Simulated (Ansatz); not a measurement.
Start from `[OH][Hf]([F])([Cl])[Cl]` and change one atom or group to get `C#[C][Hf]([F])([Cl])[Cl]`.

Ansatz, PBE0-D4/def2-TZVP geometries, multiplicity 1. Each molecule was computed in one conformer, which needn't be the lowest.

Elements past krypton have def2 core potentials.

```tsv
property	`[OH][Hf]([F])([Cl])[Cl]`
HOMO energy (ωB97M-V/def2-TZVPP) / eV	-11.60
HOMO–LUMO gap (PBE0/def2-TZVPP) / eV	8.22
HOMO–LUMO gap (ωB97M-V/def2-TZVPP) / eV	12.36
size of the dipole moment (B3LYP/def2-TZVPP) / D	2.80
HOMO energy (PBE0/def2-TZVPP) / eV	-9.36
LUMO energy (PBE/def2-TZVPP) / eV	-1.97
```

**Question.** What does the change do to each property? (An estimate is asked.)

**Answer.** Computed: 
```
                                        property  `C#[C][Hf]([F])([Cl])[Cl]`  shift
           HOMO energy (ωB97M-V/def2-TZVPP) / eV                      -10.97   0.63
            HOMO–LUMO gap (PBE0/def2-TZVPP) / eV                        6.46  -1.76
         HOMO–LUMO gap (ωB97M-V/def2-TZVPP) / eV                       10.70  -1.66
size of the dipole moment (B3LYP/def2-TZVPP) / D                        1.60  -1.20
              HOMO energy (PBE0/def2-TZVPP) / eV                       -8.76   0.60
               LUMO energy (PBE/def2-TZVPP) / eV                       -3.08  -1.11
```

With PBE0 the HOMO rises by 0.60 eV and the LUMO falls by 1.16 eV, so the gap narrows by about 1.76 eV. PBE moves the HOMO by 0.38 eV and ωB97M-V by 0.63 eV. The zero-point energy changes by 15.2 kJ/mol with +3 modes. Dipoles are sizes alone; their direction can turn.

B3LYP here is the variant with VWN-RPA as its local correlation; programs differ in this.
